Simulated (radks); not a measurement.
Values are calculated unless marked as measured or tabulated.
Coulomb parameter of the 3d shell of the chromium ion Cr+ in the model configuration [Ar] 3d4 4p1, as a second difference U = [E(n + 0.25) + E(n - 0.25) - 2 E(n)] / (0.25)^2 with all orbitals relaxed. "Bare": the charge of the atom changes with n. "Screened": the 4p shell takes up the change at fixed total charge, which measures U(3d,3d) + U(4p,4p) - 2 U(3d,4p). Code: a radial shooting solver on a logarithmic mesh with Libxc functionals. Model: scalar-relativistic Kohn-Sham, r2SCAN, spin-unpolarised, spherical densities, finite nucleus; meta-GGA in the generalised Kohn-Sham scheme; Fermi nuclear charge, rms radius 3.6452 fm.

| case | configuration | E - E(n) (eV) |
|---|---|---|
| start | [Ar] 3d4 4p1 | 0.000 |
| bare +0.25 | [Ar] 3d4.25 4p1 | -3.355 |
| bare -0.25 | [Ar] 3d3.75 4p1 | 4.159 |
| screened +0.25 | [Ar] 3d4.25 4p0.75 | -1.756 |
| screened -0.25 | [Ar] 3d3.75 4p1.25 | 2.009 |

U(bare) = 12.860 eV, U(screened by 4p) = 4.052 eV, against the Slater integral F0(3d,3d) = 20.222 eV with frozen orbitals.
